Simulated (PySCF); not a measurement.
**Xenon: highly charged ions in a basis for the neutral atom**

Xe⁹⁺ [Kr] 4d9, Xe¹⁰⁺ [Kr] 4d8. Calculation: PySCF 2.14, in def2-SVP with the def2 core potential (28 electrons) (6s5p3d2f, 50 functions); a scalar-relativistic core potential. No spin-orbit coupling, so a gap to NIST mixes the basis error with missing relativistic terms.

Changed run: basis of the neutral atom used for a highly charged ion. This setting is unsound on purpose.

```
species  method  sound run (hartree)  changed run (hartree)  converged
   Xe⁹⁺     UHF              not run             -306.42358        yes
   Xe⁹⁺    PBE0              not run             -307.10367        yes
   Xe⁹⁺   B3LYP              not run             -307.13442        yes
  Xe¹⁰⁺     UHF              not run             -298.95645        yes
  Xe¹⁰⁺    PBE0              not run             -299.58987        yes
  Xe¹⁰⁺   B3LYP              not run             -299.62072        yes
```

Ionisation energy of Xe⁹⁺:

```csv
method,changed run (eV),NIST (eV)
UHF,203.19,202 ± 2.2
PBE0,204.46,202 ± 2.2
B3LYP,204.46,202 ± 2.2
```

The contracted functions were made for the neutral atom and can be too rigid for a highly charged ion.
